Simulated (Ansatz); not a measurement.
H5InO3Se, SMILES `[OH][In-]([OH])([OH])[SeH2+]`, one more setting.

```yaml
crystal:
  periodic: [false, false, false]
  atoms:
    - {symbol: O, position_ang: [-1.539101, 1.326165, 0.277042]}
    - {symbol: In, position_ang: [-0.543456, -0.387090, 0.046632]}
    - {symbol: O, position_ang: [0.137057, -0.822568, -1.782691]}
    - {symbol: O, position_ang: [-0.776116, -1.836714, 1.386190]}
    - {symbol: Se, position_ang: [1.998400, 0.797396, 0.753101]}
    - {symbol: H, position_ang: [-2.180974, 1.278604, 0.989335]}
    - {symbol: H, position_ang: [-0.314029, -0.312685, -2.459801]}
    - {symbol: H, position_ang: [-0.547257, -2.694997, 1.021706]}
    - {symbol: H, position_ang: [1.385564, 2.089829, 0.415543]}
    - {symbol: H, position_ang: [2.379922, 0.562060, -0.647056]}
basis:
  gaussian: {orbitals: def2-TZVPD}
hamiltonian: {xc: {name: wPBEh}}
scf: {lower_state_search: off}
output: {forces: true}
```

```sh
$ ansatz run in.yaml --threads 4 --pin off --events-out ev --progress --plain --max-ram 11315MiB
```

Output, abridged:

```
Functional definition: wPBEh
1773 factors; their error is unknown
176 factors; integrals over basis functions are off by at most 2.9e-6 eV
mean field evaluation 1: about -76717.5370 eV, gradient 1.1e2 eV
mean field evaluation 2: about -76519.1554 eV, gradient 2.6e2 eV
mean field evaluation 4: about -76734.9194 eV, gradient 2.4e1 eV
mean field evaluation 8: about -76736.0043 eV, gradient 3.5e-1 eV
mean field evaluation 16: about -76736.3382 eV, gradient 2.0e-4 eV
mean field -76736.33823905 eV, -2820.0084165270 hartree, gradient 3.7e-6 eV, S^2 0.000000; 0 other end points of the search recorded, 0 dependent functions left out
reference -76736.33831064 eV, -2820.0084191576 hartree; 42, 42 occupied and 236, 236 virtual orbitals, 1773 factors
Total energy: -76736.33831064 eV, -2820.0084191576 hartree
Atom 0 at    -1.539101     1.326165     0.277042 Å, force    -0.043103     0.045282     0.008815 eV/Å
Atom 1 at    -0.543456    -0.387090     0.046632 Å, force     0.038438     0.009853     0.017039 eV/Å
Atom 2 at     0.137057    -0.822568    -1.782691 Å, force     0.002002    -0.015103    -0.059286 eV/Å
Atom 3 at    -0.776116    -1.836714     1.386190 Å, force    -0.010023    -0.048502     0.034217 eV/Å
Atom 4 at     1.998400     0.797396     0.753101 Å, force     0.011818    -0.010735     0.029834 eV/Å
Atom 5 at    -2.180974     1.278604     0.989335 Å, force    -0.024255     0.027558     0.012911 eV/Å
Atom 6 at    -0.314029    -0.312685    -2.459801 Å, force     0.009304    -0.001679    -0.038848 eV/Å
Atom 7 at    -0.547257    -2.694997     1.021706 Å, force    -0.001481    -0.033091     0.019250 eV/Å
Atom 8 at     1.385564     2.089829     0.415543 Å, force     0.002200     0.023307    -0.005406 eV/Å
Atom 9 at     2.379922     0.562060    -0.647056 Å, force     0.015100     0.003109    -0.018525 eV/Å
Dipole moment:     0.416594     0.272964    -0.018179 e Å
Checks for a lower state left out: stability, starts, cluster_reference, orbital_swaps, neighbouring_geometries, increment
```

Run time 8.5 s (4 threads of an Arm Neoverse V1 on a shared host); peak host memory 1.1 GiB.
